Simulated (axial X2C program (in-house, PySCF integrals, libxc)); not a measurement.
What spin–orbit coupling does to TeO

Calculated with an in-house relativistic program for diatomic molecules. Spin-free means the one-electron spin-free X2C Hamiltonian; two-component (2c) means X2C with spin–orbit coupling and atomic mean-field two-electron Coulomb and Gaunt terms, so the difference of the two also holds small scalar two-electron terms. Basis: Te dyall-cv3z [11s12p8d4f1g], O dyall-av3z [7s6p3d2f] (cores contracted in-house); Gaussian nuclei, density fitting, unrestricted open shells. Masses: Te 129.906 u, O 15.995 u.

Spin-free state: M_S = 1, Λ = 0 (beyond evenly filled blocks: π+α, π-α); fragments Te + O.

```csv
level,Re (Å),ωe (cm⁻¹),De (eV),μ (D)
TPSS,1.839,790.9,4.451,-2.75
```

Dipoles are positive if O is the positive end.

Two-component determinant lowest at the distance of the search:

Ω = 1 (⟨Sz⟩ = 1.00, ⟨Lz⟩ = 0.00 at TPSS); fragments Te + O.

```
level  Re (Å)  ωe (cm⁻¹)  De (eV)  μ (D)
 TPSS   1.841      785.7    4.254  -2.75
```

Question: From the two tables, how do the constants change at the TPSS level (2c against spin-free)?

Answer: At the TPSS level Re increases by 0.002 Å and ωe drops by 5.2 cm⁻¹; De is not compared, since the atomic limits differ or miss part of their spin–orbit lowering.

Occupations by symmetry block were frozen at the best pattern of an incomplete PBE0 search. Dissociation energies refer to the lowest single-determinant-based atoms at the same level and basis. Density functionals use the spin component along the axis (collinear). A 2c atom that is not at its ground J level misses part of its spin–orbit lowering, and De is too large by that part (0.04 eV or less for light atoms). This holds for TPSS. Other states lie close and PBE0, whose exact exchange favours high spin, may order them wrongly; the determinant shown need not be the ground state. The nearest other spin-free determinant of the search, M_S = 0, Λ = 2, lies 0.76 eV up at the distance of the search. The functionals have no current-density term, which raises determinants with orbital currents, atoms included. With several unpaired electrons one determinant need not be a pure state. Open-shell Ω = 0 determinants with evenly filled partner blocks cannot be reached by this program, so the Ω shown need not be the lowest component. This is the Ω = 1 component of a π² triplet; the 0⁺ component is not one determinant and can lie lowest.
